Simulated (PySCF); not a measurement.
Compound: C5H6F2O.
SMILES with atom numbers: `[F:1][CH:2]([F:3])[C@H:4]1[CH:5]=[CH:6][CH2:7][O:8]1` (hydrogens: H9 on C2; H10 on C4; H11 on C5; H12 on C6; H13, H14 on C7)

Cartesian coordinates in Å at the PBE0-D3(BJ)/def2-SVP level; atoms count from 1:
```xyz
14
C5H6F2O angstrom
F      0.9901   -0.8671   -1.6849
C      1.6735   -0.2633   -0.6926
F      2.3460    0.7839   -1.2230
C      0.7139    0.2475    0.3747
C     -0.3858    1.0980   -0.1903
C     -1.5506    0.4881    0.0162
C     -1.3225   -0.8025    0.7358
O      0.0699   -0.8499    0.9730
H      2.3990   -0.9855   -0.2795
H      1.3253    0.7896    1.1233
H     -0.2132    2.0441   -0.7029
H     -2.5346    0.8435   -0.2942
H     -1.6442   -1.6742    0.1333
H     -1.8670   -0.8526    1.6981
```

The closed-shell ground state was solved at several levels (PySCF, density fitting, gas phase, non-relativistic).

```json
{"level": "mPW1PW91/pcSseg-1", "basis functions": "166", "total energy (Eh)": "-468.8604", "HOMO (eV)": "-7.24", "LUMO (eV)": "-0.09", "gap (eV)": "7.15", "dipole (D)": "1.78"}
{"level": "PBE0/pcSseg-1", "basis functions": "166", "total energy (Eh)": "-468.4748", "HOMO (eV)": "-7.20", "LUMO (eV)": "-0.07", "gap (eV)": "7.13", "dipole (D)": "1.77"}
{"level": "wB97X-D/def2-SVPD", "basis functions": "217", "total energy (Eh)": "-468.5505", "HOMO (eV)": "-9.13", "LUMO (eV)": "1.67", "gap (eV)": "10.80", "dipole (D)": "1.84"}
```

**Question.** Estimate the row for B3LYP/pcJ-1, a basis of 276 functions; the other rows only guide the guess.

**Answer.** Total energy -469.0261 Eh, HOMO -6.97 eV, LUMO -0.29 eV, gap 6.68 eV, dipole 1.78 D.

**Question.** Over all these levels, which gives the widest orbital gap and which the narrowest?

**Answer.** wB97X-D/def2-SVPD (range-separated hybrid) has the widest, 10.80 eV, and B3LYP/pcJ-1 (global hybrid, 20 % exact exchange) the narrowest, 6.68 eV. Functional and basis both differ between the two, so the spread mixes both effects.

**Question.** How far do the dipole and the HOMO energy spread over the levels?

**Answer.** The dipole runs from 1.77 to 1.84 D (mean 1.79 D) and the HOMO from -9.13 to -6.97 eV.

One conformer stands for the species.

The pairwise dispersion term of wB97X-D wasn't added to the energies; at a given geometry it leaves orbitals and properties as they are.
